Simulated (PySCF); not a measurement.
Gas-phase equilibrium of 1 mol AsH₃, 0.39 mol H₂ at 1000 K and 0.00100 bar, among 7 species (As, AsH₃, As₂, H, H₂, As₄, AsH₂). Only gases are allowed; each row takes one source of thermochemistry for all species, and Cantera finds the minimum.

Method: PySCF energies plus ideal-gas RRHO corrections (1 bar). † marks an energy on the PBE0/def2-TZVP geometry and frequencies; other levels use their own. CCSD(T) freezes the core. Open shells (unrestricted) among the columns below: As (multiplicity 4), H (multiplicity 2); the rest are closed-shell singlets. B3LYP is the form with VWN-RPA correlation. As: all electrons, no relativistic terms. CCSD(T) isn't extrapolated to the basis-set limit. The harmonic model lacks anharmonicity and excited electronic states, which grow with temperature; levels with a mode under 35 cm⁻¹ are left out.

Molecules larger than those listed are left out.

Mole fractions:

| thermochemistry | x H₂ | x As | x As₂ | x As₄ | x H |
|---|---|---|---|---|---|
| B3LYP/def2-TZVP† | 0.81 | 6.6e-7 | 0.16 | 0.025 | 6.0e-8 |
| CCSD(T)/def2-SVP† | 0.79 | 0.00017 | 0.21 | 8.2e-5 | 3.1e-7 |
| CCSD(T)/def2-TZVPP† | 0.85 | 4.3e-6 | 0.074 | 0.075 | 9.2e-8 |
| HF/def2-TZVP† | 0.65 | 0.35 | 8.9e-8 | <1e-12 | 4.4e-5 |
| PBE/def2-SVP | 0.88 | 5.8e-8 | 0.017 | 0.11 | 3.8e-7 |
| ωB97M-V/def2-TZVP† | 0.88 | 1.1e-6 | 0.012 | 0.11 | 9.7e-8 |
The most sensitive of these is As₄: it spans a factor of 10^11.0 over these rows; at this temperature one factor of ten is RT ln 10 = 19 kJ/mol.
